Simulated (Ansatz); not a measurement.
Reactions of ClNa (`[Na][Cl]`).

Gas-phase electronic energies from Ansatz, PBE0-D4/def2-TZVP geometries. CCSD(T)/CBS adds triple-zeta CCSD(T) − MP2 to the extrapolated MP2 energy (def2 sets, frozen cores). This one scheme is used for every species. For Br, Na outer-core shells are correlated without core-valence functions, which leaves a few kJ/mol of doubt a bond. Scalar relativity is left out up to krypton.

(1) Order these by ΔE at CCSD(T)/CBS, lowest first. (Best estimate.)
A. `[Na][Cl]` + H₂O → `[OH][Na]` + HCl
B. `[Na][Cl]` + HBr → `[Na][Br]` + HCl
C. `[Na][Cl]` + CH₃SH → `C[S][Na]` + HCl
D. `[Na][Cl]` + H–F → `[F][Na]` + HCl

Largest T1 diagnostic: 0.013, for `[F][Na]`.

Results:

(1) B (-20.5 kJ/mol), D (+77.3 kJ/mol), C (+105.4 kJ/mol), A (+150.8 kJ/mol).
